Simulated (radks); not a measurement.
Radial electron density D(r) = 4 pi r^2 rho(r) of an atom or ion with 16 electrons. Method: scalar-relativistic Kohn-Sham, PBE, spin-polarised, spherical densities, finite nucleus; Fermi nuclear charge, rms radius of each element as measured or else 0.836 A^(1/3) + 0.57 fm; computed with a radial shooting solver on a logarithmic mesh with Libxc functionals.

| r (bohr) | D(r) (e/bohr) | spin D(r) |
|---|---|---|
| 0.001005 | 3.656 | -0.0000362 |
| 0.001247 | 5.215 | -0.00000935 |
| 0.001547 | 7.384 | 0.0000771 |
| 0.001921 | 10.36 | 0.000302 |
| 0.002403 | 14.55 | 0.000863 |
| 0.002982 | 19.89 | 0.00210 |
| 0.003701 | 26.73 | 0.00478 |
| 0.004593 | 35.16 | 0.0105 |
| 0.005701 | 45.03 | 0.0224 |
| 0.007075 | 55.82 | 0.0465 |
| 0.008781 | 66.48 | 0.0944 |
| 0.0109 | 75.47 | 0.187 |
| 0.01353 | 81.01 | 0.356 |
| 0.01692 | 81.76 | 0.668 |
| 0.021 | 77.99 | 1.16 |
| 0.02607 | 72.68 | 1.88 |
| 0.03235 | 70.77 | 2.80 |
| 0.04015 | 76.45 | 3.68 |
| 0.04983 | 88.72 | 4.07 |
| 0.06185 | 98.92 | 3.44 |
| 0.07676 | 95.23 | 1.74 |
| 0.09526 | 74.15 | 0.126 |
| 0.1192 | 47.04 | 0.837 |
| 0.1479 | 33.86 | 4.89 |
| 0.1836 | 34.90 | 9.70 |
| 0.2278 | 34.07 | 10.8 |
| 0.2828 | 22.35 | 7.18 |
| 0.3509 | 8.684 | 2.80 |
| 0.4356 | 1.824 | 0.595 |
| 0.5406 | 0.1839 | 0.0612 |
| 0.6709 | 0.007604 | 0.00260 |

What is the nuclear charge?

Answer. Z = 62. The innermost maximum, from 1s, lies near gamma/Z bohr with gamma = sqrt(1 - (Z/c)^2) = 0.892, here 0.0144 bohr (found: 0.0156), and its height grows with Z. The density is that of the samarium ion Sm46+ in [Ne] 3s2 3p4; the configuration itself is not fixed sharply by these data, and Z only to a few units. D(r) has 3 maxima, at r = 0.0156, 0.0659, 0.204 bohr, and minima at 0.0311, 0.158 bohr, inside which lie 1.99, 10.50 electrons.
